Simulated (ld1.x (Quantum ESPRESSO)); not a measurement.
## Building the TM potential for Yb (Z = 70) (LDA (PZ), scalar-relativistic).

ld1.x (Quantum ESPRESSO) 7.5 input, shortened:

```
&input
   title='Yb', zed=70., rel=1, dft='PZ', iswitch=3,
   config='[Xe] 4f13 5d1 6s2 6p0'
 /
 &inputp
   pseudotype=2, tm=.true., lloc=-1, rcloc=1.90,
   nlcc=.true., rcore=0.95
 /
3
5S  1  0   2.00   0.00  1.95  1.95  0.0
5P  2  1   6.00   0.00  2.05  2.05  0.0
5D  3  2   1.00   0.00  2.30  2.30  0.0
 &test
   configts(1)='5s2 5p6 5d1 6s2 6p0'
 /
```

Occupied shells without a wave of their own: 6s. They enter only through the test configuration that unscreens the potential, and ld1.x also counts them in the model core charge.

All-electron outer shells of the reference configuration (LDA (PZ), scalar-relativistic, ld1.x):

```
shell  level (eV)  outermost node (bohr)  outermost maximum (bohr)
   4d     -185.22                   0.24                      0.49
   5s      -59.47                   0.58                      1.07
   5p      -31.14                   0.62                      1.21
   4f       -9.80                      –                      0.48
   6s       -4.72                   1.44                      3.05
   5d       -2.03                   0.70                      1.87
   6p       -1.40                   1.76                      4.32
```

Task: Estimate the cutoffs (Ry, on a coarse ladder) from which the occupation-weighted sum of valence levels, in a spherical-Bessel basis at the reference potential, stays within 10 and 1 mRy of its value at 400 Ry.

Result: 30 Ry and 50 Ry.

Task: Does the potential have ghost states?

Result: No extra level below or beside the all-electron valence levels (s, p, d, f tested).

Task: Which valence shell sets the plane-wave cutoff?

Result: 5s: its level needs 45 Ry to come within 1 mRy, against 30 Ry for 5p.

Task: Tests: 5s2 5p6 5d1 6s1 6p0; 5s2 5p6 5d1 6s0 6p0; 5s2 5p6 5d0 6s0 6p0; 5s1 5p6 5d1 6s2 6p0; 5s2 5p6 5d2 6s0 6p0; 5s2 5p6 5d0 6s2 6p0; 5s2 5p6 5d0 6s2 6p1. Which has the largest error in its energy relative to the reference configuration, and how large is it?

Result: 5s2 5p6 5d0 6s0 6p0, with -902 meV (all-electron minus pseudo) on +41.08 eV.

ld1.x takes every shell without a wave as core, so the model core holds the 6s electrons as well and exchange and correlation see them twice. This cancels in the reference configuration, but the file is broken for other ones, and its errors say nothing about a proper core correction.
